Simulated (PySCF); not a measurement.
**Electronic structure of Zn (zinc, neutral) at the UHF level**

Configuration: [Ar] 3d9 4s2 4p1, one real determinant (an excited configuration). Calculation: PySCF 2.14, in x2c-TZVPPall (6s5p4d2f1g, 64 functions); scalar relativity by spin-free X2C-1e.

- Total energy: -1793.916487 hartree
- One-electron energy: -2495.7356 hartree
- Hartree (Coulomb) energy: 772.1067 hartree
- Exchange energy: -70.2876 hartree
- ⟨S²⟩: 2.0107
- ⟨L²⟩: 7.930
- Sum of ⟨r⟩: 22.80 bohr
- Sum of ⟨r²⟩: 37.55 bohr²
- Traceless quadrupole moment −½Σ⟨3z² − r²⟩ along its main axis: -4.12 e·bohr²
- Langevin diamagnetic susceptibility: -29.7 ×10⁻⁶ cm³/mol

```
shell  electrons  mean orbital energy (eV)  spread (eV)  rms radius, mean of both spins (bohr)
 1s α          1                   -9738.6            0                                 0.0580
 1s β          1                   -9738.5            0                                 0.0580
 2s α          1                   -1243.8            0                                  0.244
 2s β          1                   -1242.5            0                                  0.244
 2p α          3                   -1075.1        1.397                                  0.219
 2p β          3                   -1073.8        0.082                                  0.219
 3s α          1                   -168.03            0                                  0.726
 3s β          1                   -164.93            0                                  0.726
 3p α          3                   -115.57        2.677                                  0.768
 3p β          3                   -111.86        2.298                                  0.768
 3d α          5                   -30.175        2.876                                  0.940
 3d β          4                   -28.432        1.483                                  0.940
 4s α          1                   -12.051            0                                   2.73
 4s β          1                    -9.772            0                                   2.73
 4p α          1                    -5.663            0                                   3.11
```

⟨L²⟩ = 7.93 against 12 for a pure F term, so this real determinant mixes terms.

Densities and radii are taken from the X2C orbitals without a picture-change correction, which distorts them close to the nucleus.

Spin-orbit constants ζ (cm⁻¹) from the X2C one-electron operator on these orbitals: bare nucleus, nucleus screened by l(l+1)(2l+1)/3 electrons, and screened by the Breit-Pauli mean field of the electrons.

| shell | bare | screened nucleus | mean field |
| --- | --- | --- | --- |
| 2p | 133300 | 124400 | 120300 |
| 3p | 17430 | 16270 | 15640 |
| 3d | 1797 | 1198 | 1097 |
| 4p | 654.8 | 611.2 | 581.1 |

To first order the Landé constant is A = -268.7 cm⁻¹, so the lowest level has J = 4 and lies 0.1000 eV below the centre of the term. This holds in LS coupling only.
